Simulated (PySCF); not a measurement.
## Radial density of C²⁺ (carbon, charge +2)

UHF, [He] 2s2, closed-shell 1S. Calculation: PySCF 2.14, in aug-cc-pVQZ-DK; scalar relativity by spin-free X2C-1e.

```
r (bohr)  4πr²ρ (e/bohr)
 0.00413         0.02767
 0.00695         0.07455
  0.0117          0.1974
  0.0197          0.5045
  0.0331           1.211
  0.0556           2.612
  0.0936           4.705
   0.157           6.281
   0.265           5.089
   0.445           1.934
   0.749           1.180
    1.26           1.549
    2.12          0.4588
    3.57         0.01318
    6.00       2.120e-05
```

Densities and radii are taken from the X2C orbitals without a picture-change correction, which distorts them close to the nucleus.
